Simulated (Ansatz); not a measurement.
Start from `OCB(F)O[SiH3]` and change one atom or group to get `OCBO[SiH3]`.

Ansatz, PBE0-D4/def2-TZVP geometries, multiplicity 1. Each molecule was computed in one conformer, which needn't be the lowest.

| property | `OCB(F)O[SiH3]` |
| --- | --- |
| size of the dipole moment (B3LYP/def2-TZVPP) / D | 2.74 |
| HOMO energy (B3LYP/def2-TZVPP) / eV | -8.14 |
| HOMO energy (PBE0/def2-TZVPP) / eV | -8.38 |
| HOMO energy (ωB97M-V/def2-TZVPP) / eV | -10.83 |
| HOMO–LUMO gap (ωB97M-V/def2-TZVPP) / eV | 12.55 |
| LUMO energy (ωB97M-V/def2-TZVPP) / eV | 1.72 |

Task: Give the same properties after the change, and the shifts. (Best estimate.)

Result: Ansatz gave: 
```tsv
property	`OCBO[SiH3]`	shift
size of the dipole moment (B3LYP/def2-TZVPP) / D	1.40	-1.34
HOMO energy (B3LYP/def2-TZVPP) / eV	-7.58	0.56
HOMO energy (PBE0/def2-TZVPP) / eV	-7.84	0.54
HOMO energy (ωB97M-V/def2-TZVPP) / eV	-10.29	0.54
HOMO–LUMO gap (ωB97M-V/def2-TZVPP) / eV	11.98	-0.57
LUMO energy (ωB97M-V/def2-TZVPP) / eV	1.68	-0.04
```

With PBE0 the HOMO rises by 0.54 eV and the LUMO falls by 0.45 eV, so the gap narrows by about 0.99 eV. PBE moves the HOMO by 0.53 eV and ωB97M-V by 0.54 eV. Dipoles are sizes alone; their direction can turn.

B3LYP here is the variant with VWN-RPA as its local correlation; programs differ in this.
